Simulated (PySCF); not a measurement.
Species: C₃H₁₀PSi₂ (doublet state).
Z-matrix (Å and degrees, GFN2-xTB geometry), rows numbered from 1:
```
C 
C   1  1.3213
C   2  1.4829  1  124.74
Si  3  1.9229  2  110.11  1  -107.05
Si  4  2.3424  3  109.74  2   169.77
P   4  2.2150  3  106.51  2   -67.95
H   1  1.0764  2  122.19  3   178.34
H   1  1.0782  2  121.55  3    -2.43
H   2  1.0835  1  120.13  3  -177.36
H   3  1.0912  2  109.86  1   133.61
H   3  1.0900  2  110.39  1    14.51
H   4  1.4776  3  106.54  2    50.53
H   5  1.4639  4  110.40  3  -135.81
H   5  1.4641  4  111.74  3   -16.09
H   5  1.4634  4  112.18  3   104.83
H   6  1.3892  4   93.99  3   163.38
```

The hyperfine couplings belong to this conformer and change with its torsions.

The species is `C=CC[Si@@H]([SiH3])[PH]` [radical].

The calculation used PySCF, UKS B3LYP, pcH-1 on C H P Si, non-relativistic, mean-field spin-orbit, GIAO. Isolated species at its GFN2-xTB geometry (one conformer only). A GFN2-xTB geometry isn't a minimum of the functional, and hyperfine couplings can be far from their values at a DFT geometry, by a factor of two or more for some ions and for spin on atoms past the first row. The SCF solution wasn't tested for stability.

(1) Give the principal g shifts and their parts.

(2) At 9.604 GHz, how far is the centre of the isotropic spectrum from where a free electron (g = 2.002319) resonates?

(3) What are the electron Larmor frequencies g μB B/h along the three axes at 350 mT?

(4) Average each term over the three axes. Which is largest in size?

(5) In a frozen sample, at which fields do the three g values resonate at 9.5, 34, 94 and 263 GHz (hyperfine left aside), and which band first spreads them over more than twice a line width of 0.3 mT?

Results:

(1) 
| Δg (ppt) | 1 | 2 | 3 |
| --- | --- | --- | --- |
| relativistic mass correction | -0.16 | -0.16 | -0.16 |
| gauge correction | -0.01 | 0.03 | 0.03 |
| orbital Zeeman/spin–orbit | 0.07 | 7.20 | 20.57 |
| total | -0.09 | 7.08 | 20.45 |

So g = 2.00223, 2.00940, 2.02277 and g_iso = 2.01146; the tensor is rhombic: the two nearest values differ by 35 % of g3 − g1. 

(2) B = hν/(g μB) with μB/h = 13.99624 MHz/mT gives 342.69 mT for the free electron and 341.14 mT at g_iso, 1.56 mT lower.

(3) 9.8083, 9.8434, 9.9089 GHz for g1, g2 and g3, a range of 100.6 MHz.

(4) The orbital-Zeeman/spin–orbit term 9.28, the mass correction -0.16 and the gauge correction 0.02 ppt, for a total of 9.14 ppt. The orbital-Zeeman/spin–orbit term is the largest in size. The mass correction is the same along every axis, so the anisotropy comes from the other two: their spans along these axes are 0.04 (gauge) and 20.50 ppt (orbital Zeeman/spin–orbit).

(5) 
| band | GHz | B(g3) mT | B(g2) mT | B(g1) mT | spread mT |
| --- | --- | --- | --- | --- | --- |
| X | 9.5 | 335.56 | 337.79 | 339.00 | 3.44 |
| Q | 34.0 | 1200.94 | 1208.93 | 1213.26 | 12.32 |
| W | 94.0 | 3320.25 | 3342.34 | 3354.31 | 34.06 |
| J | 263.0 | 9289.62 | 9351.44 | 9384.93 | 95.31 |

The spread grows in proportion to the frequency. X band is the first where it exceeds 0.6 mT.

The largest Mulliken spin population is on P6 (+0.98).

The HOMO–LUMO gaps are 6.13 eV among the α and 3.21 eV among the β orbitals.

On Arm Neoverse V2, one thread, shared host, this took 81 s (with the writing of density and orbital grids) and 0.96 GiB of memory at its peak.
